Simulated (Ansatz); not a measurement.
diboron tetrachloride (B₂Cl₄), singlet, geometry from GFN2-xTB; MP2/def2-TZVPD in Ansatz (a first-principles code).

Here is a job for Ansatz.
Ansatz 0.2 input:
```yaml
crystal:
  periodic: [false, false, false]
  atoms:
    - {symbol: Cl, position_ang: [-1.72231116, -1.20807352, 0.89204460]}
    - {symbol: B, position_ang: [-0.84531679, -0.07852237, -0.06467927]}
    - {symbol: Cl, position_ang: [-1.75980786, 0.88461581, -1.15847834]}
    - {symbol: B, position_ang: [0.84531679, 0.07852237, 0.06467927]}
    - {symbol: Cl, position_ang: [1.91510219, -0.85476349, -0.90736095]}
    - {symbol: Cl, position_ang: [1.56701683, 1.17822120, 1.17379469]}
basis:
  gaussian:
    orbitals: def2-TZVPD
magnetization: {spin_polarized: false}
correlation: {method: mp2}
```

What the program printed (banner, timings and long lists left out):

```
Functional definition: HF
1554 factors; integrals over basis functions are off by at most 8.2e-4 eV
mean field evaluation 1: about -51362.0538 eV, gradient 2.0e1 eV
mean field evaluation 2: about -51362.3047 eV, gradient 2.0e1 eV
mean field evaluation 4: about -51363.9078 eV, gradient 3.5e0 eV
mean field evaluation 8: about -51363.9658 eV, gradient 2.0e-1 eV
mean field evaluation 16: about -51363.9661 eV, gradient 1.1e-6 eV
mean field -51363.96605650 eV, -1887.5909368298 hartree, gradient 1.1e-6 eV, S^2 0.000000; 0 other end points of the search recorded, 0 dependent functions left out
22 core orbitals not correlated
reference -51363.96605650 eV, -1887.5909368298 hartree; 17, 17 occupied and 219, 219 virtual orbitals, 1554 factors
second order -25.28106921 eV of doubles, -0.00000000 eV of singles
Total energy: -51389.24712571 eV, -1888.5199989872 hartree
```
